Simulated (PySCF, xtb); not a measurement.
Si(H)2(Me)(SH) (CH6SSi), SMILES C[SiH2]S.

GFN2-xTB in xtb at its own geometry gives an orbital gap of 4.79 eV and a dipole moment of 3.17 D.

Coordinates come from a PBE0-D3(BJ)/def2-SVP optimisation. One conformer was computed; it need not be the lowest.

Question: What does PySCF with M06-2X/def2-TZVPD give? (Estimate from the structure and the level; the computed values follow.)

Answer: gap 8.71 eV (levels -8.50 and 0.21 eV), dipole 1.69 D.
